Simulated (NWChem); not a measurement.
System: CH₃BeF; SMILES [CH3][Be][F]

NWChem input:

```
start job
memory heap 200 mb stack 900 mb global 1100 mb
geometry units angstroms noautosym nocenter noautoz
  Be    -0.000380     0.153126    -0.000003
  F     -0.000755     1.530407     0.000008
  C      0.000055    -1.525742    -0.000006
  H      0.383191    -1.927614    -0.942735
  H     -1.007769    -1.928003     0.139659
  H      0.625097    -1.927520     0.803072
end
basis spherical
  * library def2-svp
end
dft
  xc xwpbe 1.00 cpbe96 1.0 hfexch 1.00
  cam 0.8 cam_alpha 0.0 cam_beta 1.0
  iterations 150
  vectors input atomic output neutral.movecs
end
task dft energy
charge 1
dft
  odft
  mult 2
  vectors input atomic output cation.movecs
end
task dft energy
```

Parts of the log:

```
             Northwest Computational Chemistry Package (NWChem) 7.3.0
             --------------------------------------------------------

                             Geometry "geometry" -> ""
                             -------------------------

 Output coordinates in angstroms (scale by  1.889725989 to convert to a.u.)

  No.       Tag          Charge          X              Y              Z
 ---- ---------------- ---------- -------------- -------------- --------------
    1 Be                   4.0000    -0.00038000     0.15312600    -0.00000300
    2 F                    9.0000    -0.00075500     1.53040700     0.00000800
    3 C                    6.0000     0.00005500    -1.52574200    -0.00000600
    4 H                    1.0000     0.38319100    -1.92761400    -0.94273500
    5 H                    1.0000    -1.00776900    -1.92800300     0.13965900
    6 H                    1.0000     0.62509700    -1.92752000     0.80307200

 Effective nuclear repulsion energy (a.u.)      47.0587085862

  pbe96 is a nonlocal functional; adding pw91lda local functional.

                                 NWChem DFT Module
                                 -----------------

 Summary of "ao basis" -> "ao basis" (spherical)
 ------------------------------------------------------------------------------
       Tag                 Description            Shells   Functions and Types
 ---------------- ------------------------------  ------  ---------------------
 Be                         def2-svp                 5        9   3s2p
 F                          def2-svp                 6       14   3s2p1d
 C                          def2-svp                 6       14   3s2p1d
 H                          def2-svp                 3        5   2s1p

            General Information
            -------------------
          SCF calculation type: DFT
          Wavefunction type:  closed shell.
          No. of atoms     :     6
          No. of electrons :    22
           Alpha electrons :    11
            Beta electrons :    11
          Charge           :     0
          Spin multiplicity:     1
          Use of symmetry is: off; symmetry adaption is: off
          Maximum number of iterations: 150
          AO basis - number of functions:    52
                     number of shells:    26
          Convergence on energy requested:  1.00D-06
          Convergence on density requested:  1.00D-05
          Convergence on gradient requested:  5.00D-04

              XC Information
              --------------
                     Hartree-Fock (Exact) Exchange  1.000
                     LC-wPBE(h)Exchange Functional  1.000
            Perdew 1991 LDA Correlation Functional  1.000 local
           PerdewBurkeErnz. Correlation Functional  1.000 non-local

           Range-Separation Parameters
           ---------------------------
           Alpha           :  0.00
           Beta            :  1.00
           Gamma           :  0.80
           Short-Range HF  :     F

             Grid Information
             ----------------
          Grid used for XC integration:  medium
          Radial quadrature: Mura-Knowles
          Angular quadrature: Lebedev.
          Tag              B.-S. Rad. Rad. Pts. Rad. Cut. Ang. Pts.
          ---              ---------- --------- --------- ---------
          Be                  1.05       49           8.0       434
          F                   0.50       49          10.0       434
          C                   0.70       49           8.0       434
          H                   0.35       45          10.0       434
          Grid pruning is: on
          Number of quadrature shells:   282
          Spatial weights used:  Erf1

      Superposition of Atomic Density Guess
      -------------------------------------

 Sum of atomic energies:        -152.96888579

      Non-variational initial energy
      ------------------------------

 Total energy =    -153.840029
 1-e energy   =    -302.281256
 2-e energy   =     101.382518
 HOMO         =      -0.434383
 LUMO         =      -0.013906

   convergence    iter        energy       DeltaE   RMS-Dens  Diis-err
 ---------------- ----- ----------------- --------- --------- ---------
 d= 0,ls=0.0,diis     1   -154.3333308103 -2.01D+02  1.19D-02  5.15D-01
 d= 0,ls=0.0,diis     2   -154.3701036538 -3.68D-02  4.09D-03  2.76D-01
 d= 0,ls=0.0,diis     3   -154.3908766626 -2.08D-02  1.14D-03  3.58D-03
 d= 0,ls=0.0,diis     4   -154.3915897414 -7.13D-04  3.46D-04  1.42D-04
 d= 0,ls=0.0,diis     5   -154.3916335095 -4.38D-05  1.12D-04  1.58D-05
  Resetting Diis
 d= 0,ls=0.0,diis     6   -154.3916380353 -4.53D-06  3.87D-05  1.18D-06
 d= 0,ls=0.0,diis     7   -154.3916384426 -4.07D-07  4.80D-06  2.96D-08

         Total DFT energy =     -154.391638442601
      One electron energy =     -305.539762621941
           Coulomb energy =      123.979807296107
    Exchange-Corr. energy =      -19.890391702917
 Nuclear repulsion energy =       47.058708586150

 Numeric. integr. density =       21.999999815137

                       DFT Final Molecular Orbital Analysis
                       ------------------------------------

 Vector    9  Occ=2.000000D+00  E=-5.600410D-01
              MO Center= -5.0D-02, -1.6D+00,  2.2D-01, r^2= 1.5D+00
   Bfn.  Coefficient  Atom+Function         Bfn.  Coefficient  Atom+Function
  ----- ------------  ---------------      ----- ------------  ---------------
    27      0.375757  3 C  px                48      0.318384  6 H  s
    43     -0.288912  5 H  s                 30      0.205624  3 C  px
    29      0.190774  3 C  pz                49      0.114373  6 H  s
    32      0.104395  3 C  pz                44     -0.103782  5 H  s
    13      0.099103  2 F  px                16     -0.078408  2 F  px

 Vector   10  Occ=2.000000D+00  E=-5.600402D-01
              MO Center=  5.0D-02, -1.6D+00, -2.2D-01, r^2= 1.5D+00
   Bfn.  Coefficient  Atom+Function         Bfn.  Coefficient  Atom+Function
  ----- ------------  ---------------      ----- ------------  ---------------
    29      0.375757  3 C  pz                38     -0.350622  4 H  s
    32      0.205623  3 C  pz                43      0.200841  5 H  s
    27     -0.190776  3 C  px                48      0.149781  6 H  s
    39     -0.125952  4 H  s                 30     -0.104398  3 C  px
    15      0.099103  2 F  pz                18     -0.078407  2 F  pz

 Vector   11  Occ=2.000000D+00  E=-4.762462D-01
              MO Center= -3.2D-05, -1.2D+00, -5.7D-06, r^2= 1.3D+00
   Bfn.  Coefficient  Atom+Function         Bfn.  Coefficient  Atom+Function
  ----- ------------  ---------------      ----- ------------  ---------------
    28      0.468781  3 C  py                 5      0.328128  1 Be py
     2      0.287364  1 Be s                 31      0.252272  3 C  py
     1     -0.163057  1 Be s                 38     -0.111859  4 H  s
    43     -0.111850  5 H  s                 48     -0.111871  6 H  s
    25      0.071843  3 C  s                 12      0.067681  2 F  s

 Vector   12  Occ=0.000000D+00  E= 7.865939D-02
              MO Center= -2.1D-04, -2.6D-02, -1.4D-05, r^2= 6.7D+00
   Bfn.  Coefficient  Atom+Function         Bfn.  Coefficient  Atom+Function
  ----- ------------  ---------------      ----- ------------  ---------------
     3      1.628960  1 Be s                 26     -0.818338  3 C  s
     8     -0.352965  1 Be py                 2     -0.266183  1 Be s
    12     -0.203175  2 F  s                 31     -0.190673  3 C  py
    25     -0.124192  3 C  s                 28     -0.091931  3 C  py
    11     -0.083007  2 F  s                 24      0.081144  3 C  s

 Vector   13  Occ=0.000000D+00  E= 1.110634D-01
              MO Center=  2.7D-02,  2.2D-01,  1.2D-02, r^2= 4.8D+00
   Bfn.  Coefficient  Atom+Function         Bfn.  Coefficient  Atom+Function
  ----- ------------  ---------------      ----- ------------  ---------------
     7      0.835320  1 Be px                 9     -0.368103  1 Be pz
    44      0.282435  5 H  s                  4     -0.262237  1 Be px
    39     -0.210871  4 H  s                 16     -0.203175  2 F  px
    13      0.166810  2 F  px                43      0.120468  5 H  s
     6      0.115561  1 Be pz                18      0.089534  2 F  pz

 Vector   14  Occ=0.000000D+00  E= 1.110643D-01
              MO Center= -2.8D-02,  2.2D-01, -1.2D-02, r^2= 4.8D+00
   Bfn.  Coefficient  Atom+Function         Bfn.  Coefficient  Atom+Function
  ----- ------------  ---------------      ----- ------------  ---------------
     9      0.835327  1 Be pz                 7      0.368106  1 Be px
    49     -0.284801  6 H  s                  6     -0.262235  1 Be pz
    39      0.204383  4 H  s                 18     -0.203175  2 F  pz
    15      0.166810  2 F  pz                48     -0.121478  6 H  s
     4     -0.115560  1 Be px                16     -0.089534  2 F  px

     Multipole analysis of the density
     ---------------------------------

     L   x y z        total         alpha         beta         nuclear
     -   - - -        -----         -----         ----         -------
     0   0 0 0     -0.000000    -11.000000    -11.000000     22.000000

     1   1 0 0      0.000181      0.007145      0.007145     -0.014109
     1   0 1 0     -0.564655      0.238691      0.238691     -1.042036
     1   0 0 1     -0.000003     -0.000020     -0.000020      0.000038

     2   2 0 0    -11.719755     -8.633141     -8.633141      5.546526
     2   1 1 0      0.001851      0.021790      0.021790     -0.041728
     2   1 0 1      0.000003     -0.000009     -0.000009      0.000022
     2   0 2 0    -17.176982    -91.238377    -91.238377    165.299771
     2   0 1 1     -0.000021     -0.000354     -0.000354      0.000686
     2   0 0 2    -11.719765     -8.633133     -8.633133      5.546501

                                 NWChem DFT Module
                                 -----------------

            General Information
            -------------------
          SCF calculation type: DFT
          Wavefunction type:  spin polarized.
          No. of atoms     :     6
          No. of electrons :    21
           Alpha electrons :    11
            Beta electrons :    10
          Charge           :     1
          Spin multiplicity:     2
          Use of symmetry is: off; symmetry adaption is: off
          Maximum number of iterations: 150
          This is a Direct SCF calculation.
          AO basis - number of functions:    52
                     number of shells:    26
          Convergence on energy requested:  1.00D-06
          Convergence on density requested:  1.00D-05
          Convergence on gradient requested:  5.00D-04

              XC Information
              --------------
                     Hartree-Fock (Exact) Exchange  1.000
                     LC-wPBE(h)Exchange Functional  1.000
            Perdew 1991 LDA Correlation Functional  1.000 local
           PerdewBurkeErnz. Correlation Functional  1.000 non-local

           Range-Separation Parameters
           ---------------------------
           Alpha           :  0.00
           Beta            :  1.00
           Gamma           :  0.80
           Short-Range HF  :     F

             Grid Information
             ----------------
          Grid used for XC integration:  medium
          Radial quadrature: Mura-Knowles
          Angular quadrature: Lebedev.
          Tag              B.-S. Rad. Rad. Pts. Rad. Cut. Ang. Pts.
          ---              ---------- --------- --------- ---------
          Be                  1.05       49           8.0       434
          F                   0.50       49          10.0       434
          C                   0.70       49           8.0       434
          H                   0.35       45          10.0       434
          Grid pruning is: on
          Number of quadrature shells:   282
          Spatial weights used:  Erf1

      Superposition of Atomic Density Guess
      -------------------------------------

 Sum of atomic energies:        -152.96888579

 Renormalizing density from      22.00 to     21

      Non-variational initial energy
      ------------------------------

 Total energy =    -149.107094
 1-e energy   =    -288.541199
 2-e energy   =      92.375396
 HOMO         =      -0.761427
 LUMO         =      -0.281648

   convergence    iter        energy       DeltaE   RMS-Dens  Diis-err
 ---------------- ----- ----------------- --------- --------- ---------
 d= 0,ls=0.0,diis     1   -153.7098057220 -2.01D+02  1.35D-02  6.75D-01
                                                     1.29D-02  6.54D-01
 d= 0,ls=0.0,diis     2   -153.7574483237 -4.76D-02  6.06D-03  6.14D-01
                                                     6.03D-03  6.19D-01
 d= 0,ls=0.0,diis     3   -153.9517518601 -1.94D-01  1.12D-03  2.63D-03
                                                     6.94D-04  1.68D-03
 d= 0,ls=0.0,diis     4   -153.9535947154 -1.84D-03  3.41D-04  1.04D-04
                                                     3.46D-04  2.03D-04
 d= 0,ls=0.0,diis     5   -153.9538361550 -2.41D-04  1.28D-04  2.96D-05
                                                     1.25D-04  1.83D-05
  Resetting Diis
 d= 0,ls=0.0,diis     6   -153.9538745245 -3.84D-05  5.72D-05  3.00D-06
                                                     7.30D-05  4.47D-06
 d= 0,ls=0.0,diis     7   -153.9538822567 -7.73D-06  1.16D-05  3.09D-07
                                                     8.01D-06  2.64D-07
 d= 0,ls=0.0,diis     8   -153.9538826676 -4.11D-07  1.26D-05  1.09D-07
                                                     9.52D-06  8.92D-08
 d= 0,ls=0.0,diis     9   -153.9538828816 -2.14D-07  2.70D-06  1.24D-08
                                                     2.62D-06  1.40D-08

         Total DFT energy =     -153.953882881629
      One electron energy =     -299.082039137170
           Coulomb energy =      117.626603831394
    Exchange-Corr. energy =      -19.557156162003
 Nuclear repulsion energy =       47.058708586150

 Numeric. integr. density =       21.000000094983

                    DFT Final Alpha Molecular Orbital Analysis
                    ------------------------------------------

 Vector    9  Occ=1.000000D+00  E=-8.776125D-01
              MO Center= -7.3D-04,  1.4D+00,  7.4D-06, r^2= 8.5D-01
   Bfn.  Coefficient  Atom+Function         Bfn.  Coefficient  Atom+Function
  ----- ------------  ---------------      ----- ------------  ---------------
    14      0.614645  2 F  py                17     -0.385831  2 F  py
     2      0.186194  1 Be s                  5     -0.177269  1 Be py
    12     -0.157222  2 F  s                  1     -0.147815  1 Be s
    11     -0.132712  2 F  s                 28      0.102778  3 C  py
    26      0.098516  3 C  s                 31      0.096898  3 C  py

 Vector   10  Occ=1.000000D+00  E=-8.260813D-01
              MO Center= -4.0D-03,  1.4D+00,  2.4D-03, r^2= 7.7D-01
   Bfn.  Coefficient  Atom+Function         Bfn.  Coefficient  Atom+Function
  ----- ------------  ---------------      ----- ------------  ---------------
    13      0.636171  2 F  px                16     -0.437296  2 F  px
     4      0.154731  1 Be px                30      0.083935  3 C  px
    15      0.073453  2 F  pz                27      0.064686  3 C  px
    18     -0.050491  2 F  pz                43     -0.043982  5 H  s
     7     -0.033561  1 Be px                48      0.031826  6 H  s

[...]
```

Level: LC-wPBE (HJS exchange hole, range parameter 0.8 per bohr)/def2-SVP, vertical spin-unrestricted ions. The geometry was optimised at PBE0-D3(BJ)/def2-TZVP.
